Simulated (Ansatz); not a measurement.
H3B3, SMILES `B1BB1` (charge 0, multiplicity 1).

Level of theory: r2SCAN0/cc-pVTZ // PBE0-D3(BJ)/def2-TZVP (Ansatz, a first-principles code).

Ansatz 0.2 input:
```yaml
crystal:
  periodic: [false, false, false]
  atoms:
    - { symbol: B, position_ang: [-0.535388, -0.751444, 0.049921] }
    - { symbol: B, position_ang: [0.891616, -0.373746, -0.310751] }
    - { symbol: B, position_ang: [-0.611516, 0.766067, 0.024356] }
    - { symbol: H, position_ang: [-1.215795, -1.704688, 0.248397] }
    - { symbol: H, position_ang: [1.927592, 0.128295, -0.577551] }
    - { symbol: H, position_ang: [-0.45651, 1.935514, -0.045749] }
basis:
  gaussian: { orbitals: cc-pVTZ }
hamiltonian:
  xc: r2scan0
```

Output:

```
Functional definition: r2SCAN0
816 factors; their error is unknown
mean field evaluation 1: about -2069.1855 eV, gradient 3.5e1 eV
mean field evaluation 2: about -2069.2549 eV, gradient 3.2e1 eV
mean field evaluation 4: about -2072.8011 eV, gradient 1.7e0 eV
mean field evaluation 8: about -2072.8139 eV, gradient 3.0e-2 eV
mean field evaluation 16: about -2072.8026 eV, gradient 1.1e-5 eV
mean field -2072.80263365 eV, -76.1740917907 hartree, gradient 1.2e-5 eV, S^2 0.000000; 0 other end points of the search recorded, 0 dependent functions left out
reference -2072.80264219 eV, -76.1740921043 hartree; 9, 9 occupied and 123, 123 virtual orbitals, 816 factors
Total energy: -2072.80264219 eV, -76.1740921043 hartree
```
